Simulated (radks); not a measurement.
Ne3+, 7 electrons, occupied as [He] 2s2 2p2.75 3p0.25 (fractional occupations, a model configuration). Method: non-relativistic Kohn-Sham, r2SCAN, spin-polarised, spherical densities, point nucleus; open shells are filled with parallel spins first; meta-GGA in the generalised Kohn-Sham scheme; computed with a radial shooting solver on a logarithmic mesh with Libxc functionals.

Local quantities along the radius. ELF = 1/(1 + alpha^2) is the electron localisation function; alpha = (tau - tau_W)/tau_unif compares the Pauli kinetic energy density with that of the uniform gas (summed over spins).

```
   r/bohr * ELF (the largest magnitude, 1, reaches the edge; | marks zero)
 0.005656 |                                                      *
 0.007132 |                                                      *
 0.009067 |                                                      *
  0.01143 |                                                      *
  0.01442 |                                                      *
  0.01833 |                                                      *
  0.02312 |                                                      *
  0.02939 |                                                      *
  0.03706 |                                                      *
  0.04712 |                                                      *
  0.05942 |                                                      *
  0.07494 |                                                      *
  0.09526 |                                                      *
   0.1201 |                                                     *
   0.1527 |                                                   *
   0.1926 |                                      *
   0.2448 |              *
   0.3088 |        *
   0.3894 |                 *
    0.495 |                                       *
   0.6243 |                                               *
   0.7936 |                                                *
    1.001 |                                              *
    1.272 |                               *
    1.605 |   *
    2.024 |*
    2.572 |  *
    3.244 |   *
    4.124 | *
    5.201 *
    6.612 *
```

On this mesh the ELF has minima near r = 0.31, 2.0 bohr, which separate the shells, and maxima near 0.79 (0.89).
